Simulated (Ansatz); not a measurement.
**Ligand exchange: CH8O3Si2 + GaH2(OH) → CH8O4Si2 + GaH3**

Species: CH8O3Si2 `CO[SiH](O)O[SiH3]`, singlet; GaH2(OH), singlet; CH8O4Si2 `CO[Si](O)(O)O[SiH3]`, singlet; GaH3 `[GaH3]`, singlet. The partners trade H for OH: Si–H and Ga–OH bonds give way to Si–OH and Ga–H.

Shapes, held fixed at every level: PBE0-D4/def2-TZVP. Flexible molecules stand in one conformer, not always the lowest. Programs: Ansatz 0.2.0. Electronic energies: no zero-point or thermal term.

```
               level                    kind  ΔE (kJ/mol)  less CCSD(T)/def2-TZVPP
r2SCAN-D4/def2-TZVPP                meta-GGA        -47.7                     -1.9
 B3LYP-D4/def2-TZVPP           global hybrid        -47.4                     -1.6
  wB97M-V/def2-TZVPP  range-separated hybrid        -52.0                     -6.2
  wB97X-V/def2-TZVPP  range-separated hybrid        -47.7                     -1.9
   B2PLYP/def2-TZVPP           double hybrid        -42.0                     +3.8
     CCSD/def2-TZVPP   coupled cluster or CI        -48.6                     -2.8
  CCSD(T)/def2-TZVPP   coupled cluster or CI        -45.8                      0.0
```

The highest level, CCSD(T)/def2-TZVPP, gives ΔE = -45.8 kJ/mol; the levels span -52.0 to -42.0. The column of differences is taken from that level and isn't an error. No measured value is set beside it here. Relativity is left out for Ga. Outer-core shells of Ga are correlated in most correlated rows, in sets that cover them unevenly.
